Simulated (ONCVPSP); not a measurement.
**Pseudopotential generation for Mn: ONCV, BLYP, scalar-relativistic.**

* Element: Mn
* Generator: ONCVPSP 4.0.1
* Type: optimised norm-conserving Vanderbilt (ONCV)
* Functional: BLYP
* Relativity: scalar-relativistic
* Frozen core: [Ne]
* Valence charge: 15
* Reference configuration: 3s2 3p6 3d5 (charge +2)
* Partial waves: 3s: rc 1.00 bohr, ncon 4, nbas 7, qcut 12.9 1/bohr, 2 projectors, debl 0.8 Ha; 3p: rc 0.90 bohr, ncon 3, nbas 6, qcut 9 1/bohr, 1 projector; 3d: rc 1.05 bohr, ncon 3, nbas 7, qcut 18.2 1/bohr, 2 projectors, debl 0.8 Ha; f scattering state at 0.14 Ha: rc 0.85 bohr, ncon 3, nbas 7, qcut 12.6 1/bohr, 2 projectors, debl 1.9 Ha
* Local potential: polynomial inside 0.80 bohr (lpopt 5, dvloc0 1 Ha)
* Core correction: Teter function, fcfact 4, rcfact 1.7

In the s channel the program set the typed energies aside and used -3.805, 0.250 Ha. In the d channel the program set the typed energies aside and used -0.894, 0.250 Ha.

What the tests gave:

- Cutoffs needed: 94 Ha and 123 Ha (the cutoffs (Ha) at which the residual kinetic energy of the hardest occupied pseudo-wave falls to 1 and 0.1 mHa per electron)
- Ghost test: no bound ghost flagged; GHOST(+) flags only above 600 eV
- Largest excitation error: +14 meV (all-electron minus pseudo) for 3s2 3p6 3d5 4s1 4p1, out of 4 test configurations
- rms error of d²Exc/dni dnj: 2.41 mHa without and 1.81 mHa with the model core

Generation and tests took about 4.9 s on one core of a shared server CPU.
